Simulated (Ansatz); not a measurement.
Calculated with Ansatz (gas phase, PBE0-D4/def2-TZVP geometries, no zero-point term in ΔE). CBS: MP2 limit from def2 TZ/QZ plus the TZ coupled-cluster correction, frozen cores. DFT in def2-TZVPP. For Ge, Se outer-core shells are correlated without core-valence functions, which leaves a few kJ/mol of doubt a bond. Scalar relativity is left out up to krypton. Each species was taken in one conformer, which may not be the lowest.

Reaction (germylene formation by 1,1-elimination): `C[Se][Ge]([CH3])([F])[Cl]` → `[F][Ge][Cl]` + dimethyl selenide

`C[Se][Ge]([CH3])([F])[Cl]`:

Cartesian coordinates in Å:
```
C -0.965 -1.997 -0.417
Se -0.301 -1.435 1.338
Ge 0.929 0.385 0.571
C -0.012 1.983 0.031
F 1.969 0.810 1.891
Cl 2.216 -0.225 -1.045
H -1.496 -2.931 -0.242
H -0.130 -2.171 -1.091
H -1.652 -1.261 -0.827
H 0.716 2.737 -0.267
H -0.667 1.758 -0.811
H -0.606 2.348 0.869
```

`[F][Ge][Cl]`:

Z-matrix (Å, degrees):
```
Ge
F 1 1.748
Cl 1 2.180 2 98.3
```

`C[Se]C`:

Cartesian coordinates in Å:
```
C 0.199 -1.438 -0.038
Se -1.254 -0.173 -0.263
C -0.212 1.436 0.035
H 0.972 -1.265 -0.786
H -0.220 -2.434 -0.178
H 0.617 -1.362 0.965
H 0.219 1.430 1.036
H 0.573 1.525 -0.715
H -0.894 2.281 -0.057
```

Question: Is it downhill or uphill in electronic energy at CCSD(T)/CBS, and by how much? (Best estimate.)

Answer: The calculation gave: Uphill: ΔE = +1.59 eV.

Question: What do these levels give: r2SCAN-D4, r2SCANh-D4, r2SCAN, r2SCANh, r2SCAN0, CCSD/def2-TZVPP? (An estimate is asked.)

Answer: Ansatz gave: r2SCAN-D4 1.66, r2SCANh-D4 1.71, r2SCAN 1.62, r2SCANh 1.66, r2SCAN0 1.72, CCSD/def2-TZVPP 1.68 eV.

Largest T1 diagnostic among the species: 0.014.

Leaving LDA and LC-ωPBE aside and taking each functional with its dispersion term where it has one, the values, not all of them listed here, spread over 0.66 eV, from BLYP-D4 to PBE-QIDH. LDA lies +0.42 eV from PBE without D4. In def2-TZVPP, CCSD(T) changes the Hartree–Fock value by +0.25 eV (the triples alone add +0.03 eV) and MP2 by +0.40 eV. From r2SCAN to r2SCAN0 (25 % exact exchange), in def2-TZVPP and without D4, ΔE moves by +0.10 eV.
